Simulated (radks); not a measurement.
Pb I, configuration [Xe] 4f14 5d9.75 6s2 6p2 6d0.25 (fractional occupations, a model configuration). Method: scalar-relativistic Kohn-Sham, LDA (Slater exchange, Perdew-Wang correlation), spin-polarised, spherical densities, finite nucleus; open shells are filled with parallel spins first (spin-orbit coupling, left out, can overturn this in heavy ions); Fermi nuclear charge, rms radius 5.5012 fm; computed with a radial shooting solver on a logarithmic mesh with Libxc functionals. Some entries of the table are withheld. Estimate them.

orbital  occ.  eigenvalue (hartree)  <r^2> (bohr^2)  <1/r> (bohr^-1)
1s up       1             -3234.226       0.0003579            101.2
1s down     1             -3234.225       0.0003579            101.2
2s up       1             -578.6705        0.005429            23.77
2s down     1             -578.6693        0.005429            23.77
2p up       3             -496.8161        0.004620            20.90
2p down     3             -496.8148        0.004620            20.90
3s up       1             -138.9791         0.03492            8.810
3s down     1             -138.9782         0.03492            8.810
3p up       3             -115.4958         0.03615            7.976
3p down     3             -115.4948         0.03615            7.976
3d up       5             -91.43726         0.02994            7.487
3d down     5             -91.43608         0.02994            7.487
4s up       1             -31.51348          0.1669            3.797
4s down     1             -31.51177          0.1669            3.797
4p up       3             -23.81100          0.1912            3.413
4p down     3             -23.80922          0.1912            3.413
4d up       5             -14.87421          0.2146            3.069
4d down     5             -14.87218          0.2146            3.069
5s up       1              -5.40474          0.8143            1.602
5s down     1              -5.39758          0.8138            1.602
4f up       7              -4.99984          0.2467            2.676
4f down     7              -4.99742          0.2466            2.676
5p up       3              -3.25906           1.074            1.370
5p down     3              -3.25076           1.072            1.371
5d up       5              -0.87673           1.972            1.012
5d down  4.75              -0.86293           1.945            1.017
6s up       1              -0.53177           5.858           0.5621
6s down     1              -0.49633           5.783           0.5678
6p up       2              -0.20135           11.42           0.4004
6p down     0              -0.16210           12.09           0.3951
7s up       0              -0.04734           63.81           0.1735
7s down     0              -0.03728           83.30           0.1517
6d up    0.25              -0.01060           415.7              (1)
6d down     0              -0.00873           492.2              (2)
5f up       0              -0.00279             (3)          0.03987
5f down     0              -0.00190             (4)          0.03828

Answer. 
(1) 6d up <1/r> (bohr^-1): 0.06362
(2) 6d down <1/r> (bohr^-1): 0.05481
(3) 5f up <r^2> (bohr^2): 823.8
(4) 5f down <r^2> (bohr^2): 901.3
